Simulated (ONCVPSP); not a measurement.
**C (Z = 6), ONCV: configuration errors across variants**

| Quantity | Value |
| --- | --- |
| Element | C (Z = 6) |
| Generator | ONCVPSP 4.0.1 |
| Type | optimised norm-conserving Vanderbilt (ONCV) |
| Functional | LDA (Perdew-Zunger) |
| Relativity | scalar-relativistic |
| Frozen core | [He] |
| Valence charge | 4 |
| Reference configuration | 2s2 (charge +2) |
| Partial waves | 2s: rc 1.05 bohr, ncon 4, nbas 8, qcut 5.2 1/bohr, 2 projectors, debl 1.3 Ha; p scattering state at 0.03 Ha: rc 0.90 bohr, ncon 4, nbas 8, qcut 8.9 1/bohr, 2 projectors, debl 0.8 Ha; d scattering state at 0.47 Ha: rc 0.80 bohr, ncon 3, nbas 7, qcut 10 1/bohr, 2 projectors, debl 0.5 Ha |
| Local potential | polynomial inside 0.55 bohr (lpopt 5, dvloc0 1 Ha) |
| Core correction | none |

In the s channel the program set the typed energies aside and used -1.476, 0.250 Ha. In the p channel the program set the typed energies aside and used 0.050, 0.850 Ha.

All-electron excitation energies from the reference (eV): (1) 2s2 2p2 -35.247; (2) 2s2 2p1 -24.259; (3) 2s1 47.970; (4) 2s1 2p2 -15.765.

1 further variants failed, have other tests or too few solved ones, and are left out.

Errors AE − PS in meV (a dash: test not solved or not reliable):

```csv
change,(1),(2),(3),(4),bound ghosts,GHOST(+) flags above zero
base,+116,+60,+83,+116,none,"p, d"
s: qcut 5.4,+116,+60,+83,+116,none,"p, d"
d: rc 0.9,+116,+60,+83,+116,none,"p, d"
"p: ncon 3, nbas 7",+122,+63,+83,+122,none,d
s: qcut 5.6; p: qcut 9.6; d: qcut 10.8,+114,+59,+84,+113,none,d
"core correction Teter function, fcfact 3, rcfact 1.25",+60,+31,+55,+57,none,"p, d"
```

Problem. Give the same row for: s: nproj 1.

Solution. +129, +66, +88, +119; bound ghosts: none; GHOST(+) flags above zero: p, d.
